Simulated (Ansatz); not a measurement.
`C#[C][Ti]([OH])([F])[Cl]`, relaxed with RKS PBE0-D4/def2-TZVP in Ansatz 0.2.0 from a PBE-D4/def2-SVP geometry. The force threshold is 0.005 eV/Å; the program also tests the step.

Charge 0, multiplicity 1.

Start:

```xyz
8

C     0.750   -1.499   -1.743
C     0.370   -0.638   -0.937
Ti   -0.234    0.781    0.363
O    -0.718   -0.035    1.850
F     1.109    1.850    0.676
Cl   -1.926    1.865   -0.535
H     1.082   -2.249   -2.452
H    -0.432   -0.075    2.780
```

Problem. By how much does the energy fall, and how many steps does the optimiser take? (Estimate.)

Solution. The calculation gave: 1.01 kcal/mol, in 10 steps.

Problem. Which bonds change most? (Best estimate.)

Solution. Computed: C1–C2 from 1.239 to 1.214 Å; C1–H7 from 1.084 to 1.067 Å; O4–H8 from 0.973 to 0.958 Å; Ti3–Cl6 from 2.201 to 2.189 Å.

Problem. Give the relaxed structure. (Estimate.)

Solution. The calculation gave: 
```xyz
8

C     0.744   -1.486   -1.726
C     0.373   -0.640   -0.938
Ti   -0.221    0.783    0.357
O    -0.683   -0.020    1.845
F     1.118    1.864    0.632
Cl   -1.918    1.849   -0.524
H     1.068   -2.228   -2.421
H    -0.481   -0.122    2.776
```
